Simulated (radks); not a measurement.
Values are calculated unless marked as measured or tabulated.
Valence configurations of V (all share [Ar]). Code: a radial shooting solver on a logarithmic mesh with Libxc functionals. Model: Dirac Kohn-Sham, LDA (Slater exchange, Perdew-Wang correlation), spin-unpolarised, spherical densities, finite nucleus; open shells are shared between the two j in proportion to 2j + 1; Fermi nuclear charge, rms radius 3.6002 fm. Energies are relative to 3d3 4s2; eigenvalues in eV.

| valence | E (eV) | e(3d3/2) | e(3d5/2) | e(4p1/2) | e(4p3/2) | e(4s1/2) |
|---|---|---|---|---|---|---|
| 3d3 4s2 | 0.000 | -5.422 | -5.356 | - | - | -4.846 |
| 3d2 4s2 4p1 | 5.918 | -10.908 | -10.829 | -2.711 | -2.660 | -6.689 |
| 3d3 4s1 4p1 | 3.406 | -6.759 | -6.692 | -2.222 | -2.183 | -5.695 |
| 3d4 4s1 | 0.535 | -2.659 | -2.603 | - | - | -4.040 |
| 3d5 | 2.492 | -1.357 | -1.310 | - | - | - |
| 3d2 4s1.5 4p1.5 | 7.945 | -11.522 | -11.443 | -2.979 | -2.926 | -7.040 |
| 3d3.5 4s1.5 | 0.024 | -3.851 | -3.790 | - | - | -4.398 |
| 3d3 4p2 | 6.995 | -7.943 | -7.875 | -2.751 | -2.708 | - |
| 3d2.5 4s1.5 4p1 | 4.268 | -8.688 | -8.615 | -2.455 | -2.411 | -6.175 |
| 3d4 4p1 | 3.514 | -3.876 | -3.819 | -1.853 | -1.824 | - |

NIST lists [Ar] 3d3 4s2 as the ground configuration; this level of theory agrees among the configurations tried. The energies are those of spherical spin-averaged densities, not of single terms.
